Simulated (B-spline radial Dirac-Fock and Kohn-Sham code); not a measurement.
# Co⁴⁺: non-radiative channels of the L1 vacancy

System: Co⁴⁺ in the configuration [Ar] 3d5.

The computed values come from a radial finite-basis atomic code: independent-particle radiative and Coulomb Auger rates from relativistic LDA hole-state orbitals, with Dirac-Fock energies. Kinetic energies are configuration averages from the vacuum level; the two-hole energies are estimated from single-hole states.

```
transition  kinetic energy (eV)  width (meV)  share (%)
   L1-L2M5                30.41          546       17.4
   L1-L2M4                30.63          332       10.5
   L1-L3M4                44.66          801       25.4
   L1-L3M5                45.19         1130       36.1
   L1-M1M1                619.4         29.1        0.9
   L1-M1M2                666.1         53.8        1.7
   L1-M1M3                668.2          105        3.3
   L1-M1M4                729.7         32.8        1.0
   L1-M1M5                730.0         48.4        1.5
   L1-M3M4                774.8         9.60        0.3
   L1-M4M5                837.9         24.9        0.8
```

Coster-Kronig rates are the weakest part of this model and often come out 1.5 to 2.5 times too large. The listed channels hold 99 % of the non-radiative rate. Summed by principal shells, of 3.15 eV in all: LLM 89.4 %, LMM 10.6 %.
